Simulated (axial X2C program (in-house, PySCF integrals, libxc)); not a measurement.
## Low determinants of WCl⁺ at the PBE0 level, without spin–orbit coupling

All values were computed with an axial X2C code built on PySCF integrals. Spin-free means the one-electron spin-free X2C Hamiltonian. Basis: W dyall-cv3z [13s14p9d7f4g], Cl dyall-av3z [9s8p3d2f] (cores contracted in-house); Gaussian nuclei, density fitting, unrestricted open shells. Masses: W 183.951 u, Cl 34.969 u.

Search at 2.158 Å (vertical energies from the lowest determinant):

```
ΔE (eV)           state  electrons beyond evenly filled partner blocks  electrons in σ, π, δ, φ
   0.00  M_S = 2, Λ = 1                              σα, π+α, δ+α, δ-α               35 37 14 4
   0.82  M_S = 2, Λ = 2                              σα, π+α, π-α, δ+α               35 38 13 4
   0.90  M_S = 2, Λ = 0                             π+α, π-α, δ+α, δ-α               34 38 14 4
   1.05  M_S = 1, Λ = 1                              σα, π+β, δ+α, δ-α               35 37 14 4
   1.41  M_S = 1, Λ = 0                                       δ+α, δ-α               36 36 14 4
   1.74  M_S = 2, Λ = 0                               2 × σα, δ+α, δ-α               36 36 14 4
   1.76  M_S = 1, Λ = 1                              σβ, π+α, δ+α, δ-α               35 37 14 4
```

Lowest determinant, M_S = 2, Λ = 1 (beyond evenly filled blocks: σα, π+α, δ+α, δ-α): Re = 2.150 Å, ωe = 477.7 cm⁻¹.

The determinant in row 2 of the search, M_S = 2, Λ = 2 (beyond evenly filled blocks: σα, π+α, π-α, δ+α), was followed along the bond at PBE0; measured from the minimum of the lowest determinant it gives:

Te = 0.800 eV (6450 cm⁻¹), Re = 2.197 Å, ωe = 453.2 cm⁻¹.

Q: Compare the bond of the determinant in row 2 with that of the lowest one.

A: At PBE0 its Re is 0.047 Å longer and its force constant, which goes as ωe², is 0.90 times that of the lowest determinant. T0 ≈ Te + Δωe/2 = 6450 + (-12) = 6438 cm⁻¹.

The search compares states at one distance, so a state with another bond length can lie lower; it is not exhaustive and yields mostly the lowest determinant of each block pattern, so other components and higher states of one pattern are missing. These are energies of single determinants, not of spin-adapted states; PBE0 term energies can be off by some tenths of an eV, and the functional has no current term. Spin–orbit coupling is large for these atoms, so the spin-free order is a model. Row 1 is spin-contaminated (⟨S²⟩ = 6.03 against 6.00), so its values are not those of a pure state.
